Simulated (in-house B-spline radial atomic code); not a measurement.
**LDA exchange-only excitations of the xenon ion Xe⁸⁺**

Method: LDA exchange-only. Computed with an all-electron radial atomic-structure program (B-spline basis): linear response of the closed shell [Kr] 4d10 with the functional's adiabatic kernel; scalar-relativistic (spin-free one-electron X2C), finite nucleus, no spin-orbit coupling, no double excitations, S, P, D and F terms only; shells from n = 2 respond. Only terms of natural parity with L up to 3 were computed.

Command:
```bash
python run_td.py task.json out
```
Settings (radii: box in bohr, nucleus in fm):
```
Z                        54
electrons                46
configuration            [Kr] 4d10
hamiltonian              x2c
method                   lda,
box_radius               11.59
rms_radius               4.7859
intervals                69
```

Cost of the run: 1.1 s on 1 thread of Intel(R) Xeon(R) 6975P-C (Granite Rapids) (shared host).

The lowest states, in the order of their Tamm-Dancoff energies; the method's threshold (minus the highest occupied level) is 165.80 eV. Labels give the largest channel, * marks a mixed state, and oscillator strengths are full-response dipole values. Semilocal kernels can invert the small singlet-triplet splittings of Rydberg terms. Energies in eV:

```json
{"state": "4d → 5s 3D", "full response": "52.86", "Tamm-Dancoff": "52.88", "oscillator strength": "-"}
{"state": "4d → 5s 1D", "full response": "53.86", "Tamm-Dancoff": "53.87", "oscillator strength": "-"}
{"state": "4d → 5p 3P", "full response": "69.18", "Tamm-Dancoff": "69.20", "oscillator strength": "-"}
{"state": "4d → 5p 3F", "full response": "69.58", "Tamm-Dancoff": "69.59", "oscillator strength": "-"}
{"state": "4d → 5p 1F", "full response": "70.26", "Tamm-Dancoff": "70.26", "oscillator strength": "-"}
{"state": "4d → 5p 1P", "full response": "71.43", "Tamm-Dancoff": "71.51", "oscillator strength": "0.993"}
{"state": "4d → 4f 3P", "full response": "81.65", "Tamm-Dancoff": "81.70", "oscillator strength": "-"}
{"state": "4d → 4f 3F", "full response": "83.15", "Tamm-Dancoff": "83.18", "oscillator strength": "-"}
{"state": "4d → 4f 1F", "full response": "86.22", "Tamm-Dancoff": "86.30", "oscillator strength": "-"}
{"state": "4d → 5d 3S", "full response": "92.69", "Tamm-Dancoff": "92.73", "oscillator strength": "-"}
{"state": "4d → 5d 3D", "full response": "?", "Tamm-Dancoff": "?", "oscillator strength": "-"}
{"state": "4d → 5d 1D", "full response": "94.77", "Tamm-Dancoff": "94.79", "oscillator strength": "-"}
{"state": "4d → 5d 1S", "full response": "99.94", "Tamm-Dancoff": "100.55", "oscillator strength": "-"}
{"state": "4d → 4f 1P", "full response": "100.90", "Tamm-Dancoff": "102.89", "oscillator strength": "7.31"}
{"state": "4d → 6s 3D", "full response": "106.69", "Tamm-Dancoff": "106.70", "oscillator strength": "-"}
{"state": "4d → 6s 1D", "full response": "?", "Tamm-Dancoff": "?", "oscillator strength": "-"}
```

**Question.** Where does 4d → 6s 1D lie?

**Answer.** At 106.94 eV in full response, 106.95 eV in Tamm-Dancoff.

**Question.** Where does 4d → 5d 3D lie?

**Answer.** At 94.02 eV in full response, 94.03 eV in Tamm-Dancoff.

**Question.** How large is the singlet-triplet splitting of 4d → 5s (D terms) in Tamm-Dancoff?

**Answer.** 0.994 eV, from the unrounded values.

**Question.** What polarisabilities and dispersion coefficient does the method give?

**Answer.** Dipole 0.8643 bohr³, quadrupole 0.912 bohr⁵, C6 2.183 hartree·bohr⁶ for two such species.
